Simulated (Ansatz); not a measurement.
Computed with Ansatz.

A structure relaxed at PBE0-D4/def2-TZVP, charge 0, multiplicity 1:

Cartesian coordinates in Å:
```
C 1.3189 0.6630 -0.2980
C 0.7261 -0.6177 0.2411
O -0.4623 -0.9764 -0.4456
Ga -2.0283 -0.2839 -0.0391
Cl -2.2381 0.9914 1.6486
Cl -3.7029 -0.7752 -1.2266
H 2.2722 0.8800 0.1908
H 0.6505 1.5100 -0.1158
H 1.4916 0.5825 -1.3731
H 1.4243 -1.4487 0.0981
H 0.5479 -0.5250 1.3196
```

(1) Give its formula and SMILES.

(2) Summarise the bond lengths by kind.

Answers

(1) C2H5Cl2GaO, `CC[O][Ga]([Cl])[Cl]`.

(2) 1 × C–C 1.511 Å; 5 × C–H 1.092 to 1.097 Å; 1 × C–O 1.419 Å; 1 × Ga–O 1.760 Å; 2 × Cl–Ga 2.111 to 2.126 Å.
